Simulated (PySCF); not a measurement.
# Core-level binding energies of (ClGaS)3 ring

Compound: (ClGaS)3 ring, Cl₃Ga₃S₃.
Cartesian coordinates in Å at the PBE0-D3(BJ)/def2-SVP level; atoms count from 1:
```
atom  x, y, z in Å
Ga1   -1.5788   -0.3453    1.1864
Cl2   -3.3489   -0.7014    2.3241
S3    -0.4577   -2.1724    0.7326
Ga4    1.1041   -1.5618   -0.6802
Cl5    2.0801   -3.2160   -1.6109
S6     1.9127    0.3803   -1.2950
Ga7    0.5590    1.8882   -0.4575
Cl8    1.1402    3.8802   -0.9596
S9    -1.2779    1.7788    0.7345
```

Theory: PySCF, delta-SCF UKS SCAN, pcX-2 on the ionised atom, pcseg-1 elsewhere, spin-free X2C. These are vertical core ionisation energies against the vacuum level, from separate self-consistent calculations with and without the core hole.

**Question.** Give the core binding energies atom by atom.

**Answer.** 
| atom(s) | bonded to | level | binding energy (eV) | 2p1/2 (eV) | count |
| --- | --- | --- | --- | --- | --- |
| Cl2/Cl5/Cl8 | Ga | Cl 2p3/2 | 205.72 | 207.38 | 3 |
| Cl2/Cl5/Cl8 | Ga | Cl 1s | 2828.32 | – | 3 |
| S3/S6/S9 | 2 Ga | S 2p3/2 | 169.40 | 170.64 | 3 |
| S3/S6/S9 | 2 Ga | S 1s | 2477.16 | – | 3 |

**Question.** Which effective nuclear charge Zeff reproduces each element's mean 1s value in the hydrogen-like formula E = 13.606 eV × Zeff²?

**Answer.** S (Z = 16): mean 2477.2 eV, Zeff = 13.49, Z − Zeff = 2.51; Cl (Z = 17): mean 2828.3 eV, Zeff = 14.42, Z − Zeff = 2.58. Means run over the listed sites, weighted by atom count.

The first atom of each set that the bonding makes equivalent was ionised and stands for the set. Spin–orbit and ligand-field terms were added within each 2p shell after the spin-free SCF. 2p1/2 minus 2p3/2 (ligand field included): Cl 1.65 eV, S 1.23 eV. No level of gallium is listed. One conformer (not necessarily the lowest) at the PBE0-D3(BJ)/def2-SVP geometry, without solvent, vibrations or thermal averaging.
